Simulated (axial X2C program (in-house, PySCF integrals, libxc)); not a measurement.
## Correcting the dissociation energy of RbSi for spin–orbit coupling

A spin-free CCSD(T) curve (one-electron X2C) was computed with an in-house relativistic program for diatomic molecules, basis Rb dyall-cv3z [12s13p8d4f1g], Si dyall-v3z [8s7p2d1f] (cores contracted in-house), for the state M_S = 3/2, Λ = 0 (beyond evenly filled blocks: σα, π+α, π-α). It gives D0 = 1.513 eV to Rb + Si, which in a spin-free picture are the weighted means of the ground terms.

Correlated methods: 13 electrons correlated (number of frozen shells: Rb 3 s, 2 p, 1 d; Si 2 s, 1 p), 233 virtual spin orbitals or spinors in MP2, 131 natural virtuals in coupled cluster.

Measured levels of the ground terms (NIST Handbook of Basic Atomic Spectroscopic Data), in cm⁻¹: Rb 2S: J = 1/2 at 0; Si 3P: J = 0 at 0, J = 1 at 77.1, J = 2 at 223.2.

The molecular state has Λ = 0, so it has no first-order lowering.

(1) How far does each ground level lie under the (2J+1)-weighted mean of its term?

(2) Correct D0.

Second-order spin–orbit effects in the molecule, which grow quickly with Z, are left out. The state is a single determinant with fixed occupations, the lowest that a limited PBE0 search found. Dissociation energies refer to the lowest single-determinant-based atoms at the same level and basis. CCSD and (T) use frozen natural virtuals with an MP2 correction for the truncation; (T) itself is uncorrected, so its De runs slightly low. Other states lie close and PBE0, whose exact exchange favours high spin, may order them wrongly; the determinant shown need not be the ground state. The nearest other spin-free determinant of the search, M_S = 1/2, Λ = 0, lies 0.45 eV up at the distance of the search.

Answers

(1) Rb: a single level, 0; Si: (1 × 0 + 3 × 77.1 + 5 × 223.2)/9 = 150 cm⁻¹.

(2) D0 = 1.513 + (0 − 150)/8065.5 = 1.494 eV at CCSD(T) with these spin–orbit terms.
